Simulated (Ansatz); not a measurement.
AlF4, SMILES [F][Al-]([F])([F])[F], charge -1.

The structure is a stationary point at PBE0-D3(BJ)/def2-SVPD. The isomer is the one that the SMILES or the coordinates give; other isomers of the formula were not compared.

Two levels are set side by side: PBE/def2-SVPD (Ansatz, a first-principles code) and PBE0/def2-SVPD (Ansatz). Energy differences of separate SCF runs at the same geometry; the states with an electron removed or added have multiplicity 2. Differences are taken from unrounded values.

```csv
quantity,PBE0
vertical ionisation energy (eV),7.94
vertical singlet–triplet gap (eV),8.47
```

Question: What does PBE give, and how far is it from PBE0? (The exact figures need the calculation; the answer reports its results.)

Answer: 
```json
[
 {"quantity": "vertical ionisation energy (eV)", "PBE": "6.94", "PBE minus PBE0": "-1.00"},
 {"quantity": "vertical singlet–triplet gap (eV)", "PBE": "7.32", "PBE minus PBE0": "-1.15"}
]
```
